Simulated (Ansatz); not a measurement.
Species: sum formula BN$_{2}$H$_{3}$Cl (charge -1, singlet). It need not be the lowest isomer of its formula. Whether it binds its extra electron was not tested at this geometry. 
Geometry from a B3LYP-D3(BJ)/def2-TZVP (Ansatz, a quantum-chemistry and plane-wave program) optimisation:
```
B
N 1 1.3480
H 2 1.0196 1 112.53
N 1 1.4743 2 133.89 3 2.02
H 4 1.0087 1 116.74 2 -156.33
H 4 1.0097 5 111.02 1 -134.53
Cl 1 1.9315 2 118.85 3 -179.89
```
Charge -1, spin multiplicity 1.

Basis-set convergence of Hartree-Fock and CCSD(T) correlation energies (hartree) with Ansatz. Valence correlation only, unless marked. No spin-orbit coupling. No relativistic terms. This anion needs diffuse functions, which these sets lack.

| basis | functions | E(HF) | E(corr, CCSD(T)) |
|---|---|---|---|
| cc-pV(D+d)Z | 80 | -594.93471 | -0.61758 |
| cc-pV(T+d)Z | 171 | -594.99913 | -0.78852 |
| cc-pV(Q+d)Z | 319 | ? | ? |

**Question.** Fill in the missing entries.

**Answer.** 
- cc-pV(Q+d)Z, E(HF): -595.01656
- cc-pV(Q+d)Z, E(corr, CCSD(T)): -0.84449
